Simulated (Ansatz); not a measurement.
GaH2I. Charge 0, multiplicity 1. Geometry PBE-D4/def2-TZVP, basis def2-TZVP, Ansatz.

```xyz
4

Ga    0.012    0.129   -0.257
H     1.445    0.272   -0.878
H    -1.363    0.596   -0.848
I    -0.094   -0.998    1.983
```

```json
{"run": "A", "HOMO (eV)": "-9.95", "LUMO (eV)": "0.73"}
{"run": "B", "HOMO (eV)": "-6.64", "LUMO (eV)": "-2.54"}
{"run": "C", "HOMO (eV)": "-6.30", "LUMO (eV)": "-2.67"}
{"run": "D", "HOMO (eV)": "-8.41", "LUMO (eV)": "-1.29"}
{"run": "E", "HOMO (eV)": "-7.47", "LUMO (eV)": "-2.02"}
{"run": "F", "HOMO (eV)": "-10.02", "LUMO (eV)": "0.00"}
```

In the def2 sets I takes a core potential; there is no spin–orbit coupling. LC-ωPBE has ω = 0.4 bohr⁻¹.

Question: The runs used BHLYP, HF, LC-ωPBE, PBE0, r2SCAN, revPBE. Estimate which is which.

Answer: A HF (100 % exact exchange); B r2SCAN (0 % exact exchange); C revPBE (0 % exact exchange); D BHLYP (50 % exact exchange); E PBE0 (25 % exact exchange); F LC-ωPBE (range-separated). Exact exchange lowers occupied and raises empty levels; among semilocal functionals meta-GGAs tend to open the gap a little, and such runs are hard to tell apart. The gap grows from 3.64 eV (revPBE) to 10.68 eV (HF).
